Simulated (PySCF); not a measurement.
W(CMe)Cl3, C2H3Cl3W (singlet state).
Bonds: W1–C2, W1–Cl7, W1–Cl8, W1–Cl9, C2–C3. Hydrogens: H4, H5, H6 on C3.

Computed by this run: PBE0-D3(BJ)/def2-SVP geometry optimisation, gas phase, def2 core potentials past Kr in PySCF 2.14.0; density fitting, grid level 1; the optimiser is geomeTRIC in internal coordinates, started from a GFN2-xTB structure with every atom displaced at random (about 0.03 Å).

The end geometry, which sets the zero of energy:
```
atom  x, y, z in Å
W1     -0.1888   -0.0014   -1.5628
C2      0.0404   -0.0051    0.1615
C3      0.2293   -0.0139    1.6108
H4      0.8333    0.8511    1.9293
H5     -0.7419    0.0307    2.1298
H6      0.7498   -0.9323    1.9279
Cl7     1.9400    0.0051   -2.3685
Cl8    -1.3663    1.9110   -1.9239
Cl9    -1.3629   -1.9146   -1.9299
```

**Question.** These geometries come from the run, each turned onto the end geometry. Order them by energy, lowest first.
A.
```
atom  x, y, z in Å
W1     -0.1702   -0.0124   -1.5049
C2      0.0239    0.0044    0.1468
C3      0.1986   -0.0122    1.5887
H4      0.8324    0.8332    1.9071
H5     -0.7568    0.0052    2.1354
H6      0.7726   -0.9062    1.8974
Cl7     1.9451    0.0322   -2.3736
Cl8    -1.3281    1.8970   -1.9271
Cl9    -1.3846   -1.9106   -1.8954
```
B.
```
atom  x, y, z in Å
W1     -0.1883    0.0015   -1.5883
C2      0.0378    0.0074    0.1718
C3      0.2208   -0.0121    1.6271
H4      0.8202    0.8331    1.9537
H5     -0.7496    0.0114    2.1683
H6      0.7735   -0.9182    1.9334
Cl7     1.9582    0.0240   -2.4087
Cl8    -1.3462    1.9147   -1.9606
Cl9    -1.3937   -1.9312   -1.9224
```
C.
```
atom  x, y, z in Å
W1     -0.1542   -0.0637   -1.5769
C2      0.0189   -0.0190    0.2619
C3      0.1676   -0.0221    1.6649
H4      0.8998    0.8709    1.9657
H5     -0.7443   -0.0231    2.1668
H6      0.7652   -0.8962    1.9793
Cl7     1.8636    0.0330   -2.4692
Cl8    -1.3358    1.8903   -2.0268
Cl9    -1.3482   -1.8396   -1.9914
```
D.
```
atom  x, y, z in Å
W1     -0.1755    0.0035   -1.5647
C2      0.0822   -0.0106    0.1552
C3      0.2319   -0.0140    1.6101
H4      0.8082    0.8629    1.9490
H5     -0.7612    0.0290    2.0885
H6      0.7355   -0.9313    1.9540
Cl7     1.9346   -0.0125   -2.4251
Cl8    -1.3696    1.9145   -1.8805
Cl9    -1.3533   -1.9108   -1.9121
```
E.
```
atom  x, y, z in Å
W1     -0.1694    0.0024   -1.5643
C2      0.0947   -0.0155    0.1534
C3      0.2323   -0.0126    1.6103
H4      0.8000    0.8691    1.9512
H5     -0.7680    0.0342    2.0742
H6      0.7274   -0.9294    1.9657
Cl7     1.9312   -0.0197   -2.4486
Cl8    -1.3682    1.9123   -1.8524
Cl9    -1.3471   -1.9102   -1.9151
```

**Answer.** D (0.004 eV), E (0.007 eV), B (0.055 eV), A (0.214 eV), C (0.716 eV).

In the order of the answer:

```csv
step,E above end (eV),largest force (eV/Å),rms force component (eV/Å),rms distance from end (Å),rms bond change (Å),bond most changed (Å)
7,0.004,0.09,0.031,0.037,0.001,W1–Cl7 +0.003
6,0.007,0.16,0.052,0.051,0.002,W1–Cl7 +0.003
2,0.055,1.68,0.474,0.034,0.019,W1–C2 +0.035
1,0.214,5.34,1.349,0.039,0.028,W1–C2 -0.076
0,0.716,5.85,1.945,0.092,0.073,W1–C2 +0.108
```

What follows is the cost of the whole optimisation. Time: 2.1 min wall; peak memory 0.53 GiB. Hardware: an Arm Neoverse V1 with one thread (shared host).
